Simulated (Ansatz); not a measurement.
Computed with Ansatz on PBE0-D4/def2-TZVP structures; ΔE is electronic, products minus reactants. CBS: MP2 limit from def2 TZ/QZ plus the TZ coupled-cluster correction, frozen cores. This one scheme is used for every species, atoms too. DFT in def2-TZVPP. B3LYP here is the variant with VWN-RPA as its local correlation; programs differ in this. No spin–orbit coupling; open shells (•) take unrestricted orbitals. Spin–orbit coupling would lower the free atoms: a little for F, O, Si. One conformer a species, not always the lowest.

`O[SiH][SiH](O)F`• → F• + 4 H• + 2 O• + 2 Si•  (atomization)

`O[SiH][SiH](O)F`•:

Z-matrix (Å, degrees):
```
Si
Si 1 2.349
F 1 1.602 2 111.1
O 1 1.634 2 105.0 3 -120.2
H 1 1.478 2 116.2 3 121.0
O 2 1.667 1 101.2 3 98.7
H 2 1.497 1 117.4 3 -21.0
H 4 0.961 1 116.1 2 28.3
H 6 0.959 2 118.1 1 -162.5
```

| level | ΔE (kJ/mol) | difference from CCSD(T)/CBS |
| --- | --- | --- |
| PBE0-D4 | 3202.9 | -60.6 |
| B3LYP-D4 | 3229.0 | -34.5 |
| ωB97X-V | 3258.5 | -5.0 |
| PBE | 3262.0 | -1.5 |
| r2SCAN | 3256.4 | -7.1 |
| PBE0 | 3185.8 | -77.7 |
| B3LYP | 3196.0 | -67.5 |
| HF/def2-TZVPP | 2315.7 | -947.8 |
| MP2/def2-TZVPP | 3241.2 | -22.3 |
| CCSD(T)/def2-TZVPP | 3152.1 | -111.4 |
| HF/def2-QZVPP | 2327.0 | -936.5 |
| MP2/def2-QZVPP | 3309.0 | 45.5 |
| SCS-MP2/def2-QZVPP | 3281.7 | 18.2 |
| HF/CBS(def2) | 2328.6 | -934.9 |
| MP2/CBS(def2) | 3352.6 | 89.1 |
| CCSD/CBS(def2) | 3213.5 | -50.0 |
| CCSD(T)/CBS | 3263.5 | 0 |

Largest T1 diagnostic among the species: 0.015.

The D4 term adds +33.0 kJ/mol with B3LYP and +17.2 kJ/mol with PBE0; it sums over pairs of atoms, weighted by their polarisabilities, and B3LYP, whose exchange is more repulsive, gets the larger term. From PBE to PBE0 (25 % exact exchange), in def2-TZVPP and without D4, ΔE moves by −76.3 kJ/mol: exact exchange takes away binding that semilocal exchange gives to molecules.

For atomizations the MP2-based limit and the directly extrapolated one differ by several kJ/mol either way, and by 10 to 25 for some Ge, Se and Sn compounds, so smaller differences from it don't rank the levels.
